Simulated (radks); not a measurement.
Q: Coherent X-ray form factor from a spherical all-electron density. All-electron calculation, Dirac Kohn-Sham, LDA (Slater exchange, VWN5 correlation), spin-unpolarised, spherical densities, finite nucleus; Fermi nuclear charge, rms radius of each element as measured or else 0.836 A^(1/3) + 0.57 fm. Program: a radial shooting solver on a logarithmic mesh with Libxc functionals.

sin(theta)/lambda (1/angstrom),f0 (electrons)
0.05,3.712
0.1,3.077
0.15,2.474
0.2,2.065
0.25,1.826
0.3,1.686
0.4,1.508
0.5,1.346
0.6,1.178
0.8,0.860
1,0.610
1.25,0.394
1.5,0.258
2,0.118

The species is in the configuration that NIST lists as its ground one. Which atom or ion scatters so?

A: Neutral beryllium, [He] 2s2. Extrapolating in s^2 from the first two rows gives f0(0) = 3.9, near the electron count 4; among species with that count, the fall with angle is slower the higher Z, and the table is that of Z = 4; from so few rows the species is fixed only to a neighbour or two.
